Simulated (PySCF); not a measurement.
## From computed data to an observable: entropy of an ideal gas

H2O4S, SMILES OS(O)(=O)=O.

The structure is a stationary point at B3LYP-D3(BJ)/def2-SVP. The values are those of a single conformer.

B3LYP-D3(BJ)/def2-SVP in PySCF gives the harmonic wavenumbers 242, 314, 355, 420, 470, 515, 521, 795, 854, 1129, 1143, 1192, 1441, 3754, 3759 cm⁻¹ and the rotational temperatures 0.2352, 0.2315, 0.2230 K. The molar mass is 98.07 g/mol, the symmetry number 2, the spin multiplicity 1.

Work out the entropy at 298.15 K and 1 atm in the rigid-rotor, harmonic-oscillator model.


Translation (Sackur–Tetrode at 1 atm): S = R[1.5 ln M + 2.5 ln T − 1.16487] = 165.9 J/(mol K).
Rotation: q = (√π/σ) T^1.5/√(θA θB θC) = 41400, S = R[ln q + 3/2] = 100.9 J/(mol K).
Vibration: with u = 1.4388 ν/T, each mode gives R[u/(e^u − 1) − ln(1 − e^−u)]:
```json
[
 {"ν (cm⁻¹)": "242", "modes": "1", "u": "1.17", "S (J/(mol K))": "7.48"},
 {"ν (cm⁻¹)": "314", "modes": "1", "u": "1.52", "S (J/(mol K))": "5.61"},
 {"ν (cm⁻¹)": "355", "modes": "1", "u": "1.71", "S (J/(mol K))": "4.79"},
 {"ν (cm⁻¹)": "420", "modes": "1", "u": "2.03", "S (J/(mol K))": "3.73"},
 {"ν (cm⁻¹)": "470", "modes": "1", "u": "2.27", "S (J/(mol K))": "3.09"},
 {"ν (cm⁻¹)": "515", "modes": "1", "u": "2.49", "S (J/(mol K))": "2.60"},
 {"ν (cm⁻¹)": "521", "modes": "1", "u": "2.51", "S (J/(mol K))": "2.54"},
 {"ν (cm⁻¹)": "795", "modes": "1", "u": "3.84", "S (J/(mol K))": "0.88"},
 {"ν (cm⁻¹)": "854", "modes": "1", "u": "4.12", "S (J/(mol K))": "0.70"},
 {"ν (cm⁻¹)": "1129", "modes": "1", "u": "5.45", "S (J/(mol K))": "0.23"},
 {"ν (cm⁻¹)": "1143", "modes": "1", "u": "5.52", "S (J/(mol K))": "0.22"},
 {"ν (cm⁻¹)": "1192", "modes": "1", "u": "5.75", "S (J/(mol K))": "0.18"},
 {"ν (cm⁻¹)": "1441", "modes": "1", "u": "6.95", "S (J/(mol K))": "0.06"}
]
```
The stiffer modes add less than 0.005 each. Sum 32.1 J/(mol K).
Spin: R ln 1 = 0.0 J/(mol K).
Total 298.9 J/(mol K); the program's own thermochemistry gives 298.9. Translation makes up 56 % and vibration 11 %. Anharmonicity, hindered rotation and orbital degeneracy are left out.
